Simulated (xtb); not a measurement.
CHF₃O₃S, charge +1, doublet, at the geometry of the source list (a state made from the parent by changing its charge; the spin is typed, not shown lowest); xtb with GFN2-xTB.

Input for xtb:
```
$ xtb mol.xyz --gfn 2 --chrg 1 --uhf 1 --json

# file mol.xyz
9

O      1.28650000    -0.33030000    -0.98130000
S      0.68400000     0.44560000     0.25820000
O      1.16040000    -0.15310000     1.45510000
O      0.77870000     1.83740000     0.04040000
C     -1.09730000    -0.06040000     0.03250000
F     -1.85290000     0.41370000     1.00630000
F     -1.55100000     0.37380000    -1.12970000
F     -1.14950000    -1.38820000     0.04620000
H      1.74110000    -1.13850000    -0.72760000
```

What the program printed (banner, timings and long lists left out):

```
   ID    Z sym.   atoms
    1    8 O      1, 3, 4
    2   16 S      2
    3    6 C      5
    4    9 F      6-8
    5    1 H      9

           -------------------------------------------------
          |                Calculation Setup                |
           -------------------------------------------------

           -------------------------------------------------
          |                 G F N 2 - x T B                 |
           -------------------------------------------------

          ...................................................
          :                      SETUP                      :
          :.................................................:
          :  # basis functions                  39          :
          :  # atomic orbitals                  38          :
          :  # shells                           18          :
          :  # electrons                        49          :
          :  max. iterations                   250          :
          :  Hamiltonian                  GFN2-xTB          :
          :  restarted?                      false          :
          :  GBSA solvation                  false          :
          :  PC potential                    false          :
          :  electronic temp.          300.0000000     K    :
          :  accuracy                    1.0000000          :
          :  -> integral cutoff          0.2500000E+02      :
          :  -> integral neglect         0.1000000E-07      :
          :  -> SCF convergence          0.1000000E-05 Eh   :
          :  -> wf. convergence          0.1000000E-03 e    :
          :  Broyden damping             0.4000000          :
          :  net charge                          1          :
          :  unpaired electrons                  1          :
          ...................................................

 iter      E             dE          RMSdq      gap      omega  full diag
   1    -31.7153757 -0.317154E+02  0.841E+00    8.02       0.0  T
   2    -31.7734178 -0.580421E-01  0.495E+00    7.74       1.0  T
   3    -31.7738895 -0.471648E-03  0.204E+00    7.78       1.0  T
   4    -31.7857329 -0.118434E-01  0.844E-01    7.69       1.0  T
   5    -31.7863125 -0.579597E-03  0.344E-01    7.65       1.0  T
   6    -31.7865408 -0.228336E-03  0.208E-01    7.65       1.0  T
   7    -31.7866529 -0.112133E-03  0.104E-01    7.64       1.0  T
   8    -31.7866963 -0.433533E-04  0.461E-02    7.64       1.0  T
   9    -31.7867022 -0.590733E-05  0.793E-03    7.63       4.2  T
  10    -31.7867022 -0.361049E-07  0.413E-03    7.63       8.1  T
  11    -31.7867023 -0.986551E-08  0.475E-04    7.63      70.2  T
  12    -31.7867023 -0.518003E-09  0.161E-04    7.63     206.9  T

   *** convergence criteria satisfied after 12 iterations ***

         :::::::::::::::::::::::::::::::::::::::::::::::::::::
         ::                     SUMMARY                     ::
         :::::::::::::::::::::::::::::::::::::::::::::::::::::
         :: total energy             -31.667991262378 Eh    ::
         :: gradient norm              0.126138002114 Eh/a0 ::
         :: HOMO-LUMO gap              7.632660082657 eV    ::
         ::.................................................::
         :: SCC energy               -31.786698649512 Eh    ::
         :: -> isotropic ES            0.197973361454 Eh    ::
         :: -> anisotropic ES          0.016570747542 Eh    ::
         :: -> anisotropic XC         -0.021636572317 Eh    ::
         :: -> dispersion             -0.006348910476 Eh    ::
         :: repulsion energy           0.118707387135 Eh    ::
         :: add. restraining           0.000000000000 Eh    ::
         :: total charge               1.000000000000 e     ::
         :::::::::::::::::::::::::::::::::::::::::::::::::::::

           -------------------------------------------------
          |                Property Printout                |
           -------------------------------------------------

    * Orbital Energies and Occupations

         #    Occupation            Energy/Eh            Energy/eV
      -------------------------------------------------------------
         1        2.0000           -1.1757138             -31.9928
       ...           ...                  ...                  ...
        13        2.0000           -0.8409181             -22.8825
        14        2.0000           -0.8335863             -22.6830
        15        2.0000           -0.8323796             -22.6502
        16        2.0000           -0.8226710             -22.3860
        17        2.0000           -0.8217973             -22.3622
        18        2.0000           -0.8212793             -22.3481
        19        2.0000           -0.8197835             -22.3074
        20        2.0000           -0.8032209             -21.8568
        21        2.0000           -0.7821601             -21.2837
        22        2.0000           -0.7624022             -20.7460
        23        2.0000           -0.7569760             -20.5984
        24        1.9999           -0.7470129             -20.3273
        25        1.0001           -0.7300719             -19.8663 (HOMO)
        26                         -0.4495768             -12.2336 (LUMO)
        27                         -0.3756427             -10.2218
        28                         -0.3558649              -9.6836
        29                         -0.3170846              -8.6283
        30                         -0.1948939              -5.3033
        31                         -0.1900246              -5.1708
        32                         -0.1732858              -4.7153
        33                         -0.0883644              -2.4045
        34                         -0.0828304              -2.2539
        35                         -0.0277007              -0.7538
        36                          0.2343065               6.3758
       ...                                ...                  ...
        38                          1.0190702              27.7303
      -------------------------------------------------------------
                  HL-Gap            0.2804951 Eh            7.6327 eV
             Fermi-level           -0.6641834 Eh          -18.0733 eV

     #   Z          covCN         q      C6AA      α(0)
     1   8 O        1.664    -0.468    22.218     6.363
     2  16 S        3.614     1.586    91.399    16.091
     3   8 O        0.860    -0.440    22.488     6.358
     4   8 O        0.860    -0.395    21.576     6.228
     5   6 C        3.316     0.402    18.722     6.896
     6   9 F        0.804    -0.032     9.641     3.668
     7   9 F        0.807    -0.033     9.646     3.669
     8   9 F        0.814    -0.053     9.819     3.702
     9   1 H        0.821     0.433     0.427     1.026

 Mol. C6AA /au·bohr⁶  :       1418.641097
 Mol. C8AA /au·bohr⁸  :      37140.335638
 Mol. α(0) /au        :         53.999704

Wiberg/Mayer (AO) data.
largest (>0.10) Wiberg bond orders for each atom

 ---------------------------------------------------------------------------
     #   Z sym  total        # sym  WBO       # sym  WBO       # sym  WBO
 ---------------------------------------------------------------------------
     1   8 O    2.152 --     2 S    1.067     9 H    0.791     3 O    0.121
                             4 O    0.105
     2  16 S    4.834 --     4 O    1.622     3 O    1.582     1 O    1.067
                             5 C    0.490
     3   8 O    2.045 --     2 S    1.582     4 O    0.201     1 O    0.121
     4   8 O    2.092 --     2 S    1.622     3 O    0.201     1 O    0.105
     5   6 C    3.857 --     7 F    1.072     6 F    1.070     8 F    1.052
                             2 S    0.490
     6   9 F    1.298 --     5 C    1.070
     7   9 F    1.296 --     5 C    1.072
     8   9 F    1.268 --     5 C    1.052
     9   1 H    0.813 --     1 O    0.791
 ---------------------------------------------------------------------------

Topologies differ in total number of bonds
Writing topology from bond orders to xtbtopo.mol

molecular dipole:
                 x           y           z       tot (Debye)
 q only:        0.281      -0.503      -0.162
   full:        0.292      -0.637      -0.194       1.847
molecular quadrupole (traceless):
                xx          xy          yy          xz          yz          zz
 q only:        5.522      -3.617      -1.439      -2.359       2.468      -4.083
  q+dip:        6.585      -4.005      -1.592      -2.422       2.696      -4.993
   full:        7.037      -3.970      -1.846      -2.489       2.904      -5.191

           -------------------------------------------------
          | TOTAL ENERGY              -31.667991262378 Eh   |
          | GRADIENT NORM               0.126138002114 Eh/α |
          | HOMO-LUMO GAP               7.632660082657 eV   |
           -------------------------------------------------

normal termination of xtb
```
